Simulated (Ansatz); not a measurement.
**A ladder of methods for InNH2F2 (SMILES [NH2][In]([F])[F])**

InNH2F2 has 6 atoms, charge 0, and is taken as a singlet. As SMILES, `[NH2][In]([F])[F]`. The shape was relaxed beforehand at r2SCAN/def2-SVP.

```csv
atom,x (Å),y (Å),z (Å)
N,-0.2494,1.1735,-0.3057
In,0.2675,-0.7538,0.0392
F,1.8827,-1.2833,1.0001
F,-0.6316,-2.2775,-0.7868
H,0.0266,1.7917,0.4585
H,-1.2537,1.2854,-0.4514
```

Each level gives the dissociation energy of the H5–N1 bond into doublet H and doublet InNHF2 (shapes relaxed at r2SCAN/def2-SVP, no zero-point term) (eV). The values are calculated.

```json
{"level": "HF/def2-SVP (core potential)", "kind": "Hartree–Fock", "program": "Ansatz", "value (eV)": "3.78", "CPU time (all runs)": "2.3 s"}
{"level": "SVWN5/def2-SVP (core potential)", "kind": "LDA", "program": "Ansatz", "value (eV)": "5.60", "CPU time (all runs)": "2.2 s"}
{"level": "BLYP/def2-SVP (core potential)", "kind": "GGA", "program": "Ansatz", "value (eV)": "4.79", "CPU time (all runs)": "4 s"}
{"level": "r2SCAN/def2-SVP (core potential)", "kind": "meta-GGA", "program": "Ansatz", "value (eV)": "4.84", "CPU time (all runs)": "9.6 s"}
{"level": "B3LYP/def2-SVP (core potential)", "kind": "global hybrid", "program": "Ansatz", "value (eV)": "4.90", "CPU time (all runs)": "5.6 s"}
{"level": "CAM-B3LYP/def2-SVP (core potential)", "kind": "range-separated hybrid", "program": "Ansatz", "value (eV)": "4.99", "CPU time (all runs)": "6.4 s"}
{"level": "B2PLYP/def2-SVP (core potential)", "kind": "double hybrid", "program": "Ansatz", "value (eV)": "4.94", "CPU time (all runs)": "8.1 s"}
{"level": "RPA@PBE/def2-SVP (core potential)", "kind": "RPA", "program": "Ansatz", "value (eV)": "4.76", "CPU time (all runs)": "7.7 s"}
```

Spin-orbit coupling, which can split open shells on such heavy atoms by tenths of an eV, is left out. The values span 3.78 to 5.60 eV. Hartree–Fock misses the correlation of the electron pair that is broken and comes out low. Measured bond enthalpies also hold zero-point and thermal terms, a few tenths of an eV less. CPU times are rough (shared hosts, several kinds of processor and program).
